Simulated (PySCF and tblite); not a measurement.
C7H6O, numbered as in [O:1]=[CH:2][CH:3]=[C:4]1[CH:5]=[CH:6][CH:7]=[CH:8]1. Conformers came from 60 starts (ETKDG and KDG, MMFF94s, GFN2-xTB); geometries are GFN2-xTB. Free energies are B3LYP-D3(BJ)/def2-SVP (IEF-PCM, chloroform) single points with GFN2-xTB rigid-rotor and vibrational terms (modes under about 100 cm⁻¹ blended into free rotors). Symmetry numbers and mirror images are counted. Conformers within 2.5 kcal/mol (GFN2-xTB free energy) were kept, 6 at most. GIAO shieldings: B97-2/pcSseg-1 (IEF-PCM, chloroform). Shifts are against TMS (¹H), TMS (¹³C) at the same level. (PySCF 2.14, tblite 0.8.)

Torsions listed: O1–C2–C3–C4. The 5-ring runs over atoms 4–5–6–7–8.

Two conformers hold nearly all the population. I: 5-ring flat; 180°; δ(C3) = 136.08 ppm. II: 5-ring flat; 0°; δ(C3) = 129.78 ppm. The average over the ensemble at 298.15 K is 135.04 ppm.

(1) What populations and free-energy difference follow from a two-state model?

## Answers

(1) p(I) = (135.04 − 129.78)/(136.08 − 129.78) = 0.83, so K = p(II)/p(I) = 0.20 and G(II) − G(I) = −RT ln K = 0.96 kcal/mol. The weights computed directly are 83.5 % and 16.5 %.
